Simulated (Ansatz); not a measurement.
Two isomers of CH6SeSi2: A = `C[SiH]1[SiH2][Se]1`, B = `[SiH3]C([SiH3])=[Se]`.

Computed with Ansatz on PBE0-D4/def2-TZVP structures; ΔE is electronic, products minus reactants. CBS: MP2 limit from def2 TZ/QZ plus the TZ coupled-cluster correction, frozen cores. DFT in def2-TZVPP. B3LYP here is the variant with VWN-RPA as its local correlation; programs differ in this. For Se outer-core shells are correlated without core-valence functions, which leaves a few kJ/mol of doubt a bond. Scalar relativity is left out up to krypton.

A:

Z-matrix (Å, degrees):
```
C
Si 1 1.864
H 1 1.091 2 110.4
H 1 1.093 2 110.3 3 -120.4
H 1 1.093 2 110.3 3 120.0
Si 2 2.257 1 123.5 3 24.1
Se 2 2.297 1 116.6 3 -46.8
H 2 1.484 1 112.4 3 179.5
H 6 1.483 2 121.6 1 -1.7
H 6 1.483 2 122.9 1 153.6
```

B:

Z-matrix (Å, degrees):
```
Si
C 1 1.877
H 1 1.481 2 110.7
H 1 1.488 2 107.8 3 121.0
H 1 1.489 2 109.2 3 -122.1
Si 2 1.877 1 120.4 3 163.8
Se 2 1.767 1 119.8 3 -16.3
H 6 1.489 2 109.2 1 42.2
H 6 1.481 2 110.7 1 164.3
H 6 1.488 2 107.8 1 -74.7
```

Task: Which isomer does CCSD(T)/CBS put lower? Give the gap. (Estimate.)

Result: Computed: A, by 54.6 kcal/mol.

Task: Give E(B) − E(A) in kcal/mol with HF/def2-TZVPP, B3LYP, B3LYP-D4, MP2/def2-TZVPP, CCSD/def2-TZVPP, PBE0-D4, r2SCAN-D4. (Estimate.)

Result: Computed: HF/def2-TZVPP 51.9, B3LYP 53.1, B3LYP-D4 52.7, MP2/def2-TZVPP 54.8, CCSD/def2-TZVPP 53.2, PBE0-D4 62.7, r2SCAN-D4 60.6. None reverses the order clearly.

Largest T1 diagnostic: 0.014.

From PBE to PBE0 (25 % exact exchange), in def2-TZVPP and without D4, E(B) − E(A) moves by +3.1 kcal/mol.
